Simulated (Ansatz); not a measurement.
Total energies of CH2GaN.

```xyz
5

C     0.2565   -1.1614    0.0371
N    -0.6864   -0.8752    0.6360
Ga    0.3300    1.5460   -0.5158
H     1.1113   -1.5396   -0.4837
H    -1.0114    2.0302    0.3265
```

The species carries charge 0 and has multiplicity 1. Correlated methods include outer-core shells of Ga, which these sets cover unevenly. Scalar relativity is left out up to krypton. The bonds changed during the relaxation, so this is another structure than the one it started from. Geometry: relaxed with PBE0-D4/def2-TZVP. Basis def2-TZVPP, Ansatz.

RPA on PBE orbitals: Hartree–Fock energy of these orbitals -2016.65889 Eh, correlation -0.88058 Eh (frozen core).

| functional | energy without D4 (Eh) | D4 term (kJ/mol) |
| --- | --- | --- |
| PBE | -2018.47316 | -9.0 |
| CAM-B3LYP | -2018.95117 | -7.7 |

Question: Give the same for LDA (SPW92), revPBE, BLYP, r2SCAN, B97M-V, PBE0, B3LYP, r2SCANh, r2SCAN0, HSE06 (plane-wave form), BHLYP, LC-ωPBE, ωB97X-V, ωB97M-V, B2PLYP, PBE-QIDH. (Estimate.)

Answer: Ansatz gave: 
```
             functional  energy without D4 (Eh)  D4 term (kJ/mol)
            LDA (SPW92)             -2015.03035                 –
                 revPBE             -2018.71903             -26.0
                   BLYP             -2018.93701             -19.9
                 r2SCAN             -2018.80717              -2.0
                 B97M-V             -2018.50106                 –
                   PBE0             -2018.50750              -7.5
                  B3LYP             -2018.93781             -14.8
                r2SCANh             -2018.78910              -2.1
                r2SCAN0             -2018.76318              -2.4
HSE06 (plane-wave form)             -2018.50205              -7.1
                  BHLYP             -2018.79683             -12.2
                LC-ωPBE             -2018.54400                 –
                ωB97X-V             -2018.66576                 –
                ωB97M-V             -2018.74445                 –
                 B2PLYP             -2018.44328                 –
               PBE-QIDH             -2018.14940                 –
```

B3LYP takes the VWN-RPA correlation (the form of Gaussian; ORCA's B3LYP/G). HSE06 is the plane-wave form, built on full-range PBE exchange. The double hybrids freeze the cores in their second-order part.

LC-ωPBE has ω = 0.4 bohr⁻¹.
